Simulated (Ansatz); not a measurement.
Computed with Ansatz on PBE0-D4/def2-TZVP structures; ΔE is electronic, products minus reactants. CCSD(T)/CBS adds triple-zeta CCSD(T) − MP2 to the extrapolated MP2 energy (def2 sets, frozen cores). This one scheme is used for every species. DFT in def2-TZVPP. B3LYP here is the variant with VWN-RPA as its local correlation; programs differ in this. For Ga outer-core shells are correlated without core-valence functions, which leaves a few kJ/mol of doubt a bond. Scalar relativity is left out up to krypton. Each species was taken in one conformer, which may not be the lowest.

Reaction (ligand exchange at a Ga–Cl bond): `C[O][Ga]([OH])[Cl]` + H₂S → `C[O][Ga]([OH])[SH]` + HCl

`C[O][Ga]([OH])[Cl]`:

```xyz
9

C     0.210    1.443   -0.644
O    -0.528    0.491    0.089
Ga    0.025   -1.153    0.415
O    -0.994   -2.251    1.350
Cl    1.903   -1.829   -0.305
H     1.168    1.056   -1.009
H     0.412    2.314   -0.013
H    -0.376    1.771   -1.508
H    -1.819   -1.841    1.624
```

H₂S:

```xyz
3

S    -0.018    0.384   -0.486
H     0.225   -0.928   -0.346
H    -0.208    0.544    0.832
```

`C[O][Ga]([OH])[SH]`:

Z-matrix (Å, degrees):
```
C
O 1 1.407
H 1 1.095 2 109.5
H 1 1.095 2 110.1 3 118.8
H 1 1.098 2 113.4 3 -120.3
Ga 2 1.774 1 123.3 3 128.0
S 6 2.185 2 122.0 1 -0.8
O 6 1.775 2 117.6 1 179.5
H 7 1.344 6 91.6 2 -179.1
H 8 0.961 6 112.6 2 -0.0
```

HCl:

Cartesian coordinates in Å:
```
Cl -0.051 -0.311 0.556
H 0.051 0.311 -0.556
```

(1) Is it downhill or uphill in electronic energy at CCSD(T)/CBS, and by how much? (Best estimate.)

(2) What do these levels give: PBE-D4, r2SCAN-D4, B3LYP-D4, ωB97X-V, r2SCAN, PBE0, SCS-MP2/def2-TZVPP, CCSD/def2-TZVPP, CCSD(T)/def2-TZVPP, HF/def2-QZVPP, MP2/def2-QZVPP, HF/CBS(def2)? (An estimate is asked.)

Largest T1 diagnostic among the species: 0.014.

## Answers

(1) Computed: Uphill: ΔE = +5.6 kcal/mol.

(2) The calculation gave: PBE-D4 4.9, r2SCAN-D4 5.9, B3LYP-D4 6.1, ωB97X-V 6.6, r2SCAN 6.0, PBE0 5.8, SCS-MP2/def2-TZVPP 6.6, CCSD/def2-TZVPP 6.5, CCSD(T)/def2-TZVPP 6.1, HF/def2-QZVPP 9.5, MP2/def2-QZVPP 5.7, HF/CBS(def2) 9.6 kcal/mol.

In def2-TZVPP, CCSD(T) changes the Hartree–Fock value by −3.3 kcal/mol (the triples alone add −0.4 kcal/mol) and MP2 by −3.5 kcal/mol.
